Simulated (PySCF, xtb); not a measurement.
Protons, H atoms and electrons added to or taken from c1ccsc1. All species are isolated molecules in the gas phase. One relaxed conformer stands for each flexible species; it need not be the lowest. Strings in code marks are SMILES.

Quantity: electronic energy of isomers of C4H3S, doublet states, relative to `[c]1ccsc1`, in kcal/mol.

Level 1: B3LYP/3-21G // B3LYP-D3(BJ)/def2-TZVP (PySCF)
Level 2: B3LYP/LANL2DZ // B3LYP-D3(BJ)/def2-TZVP (PySCF)
Level 3: PBE/6-31G* // B3LYP-D3(BJ)/def2-TZVP (PySCF)
Level 4: GFN2-xTB (xtb)

```
species      level 2  level 3  level 4
-----------  -------  -------  -------
`[c]1cccs1`     3.85     3.12     2.39
```

Q: What does level 1 give for each?

A: 
- `[c]1cccs1`: 4.42
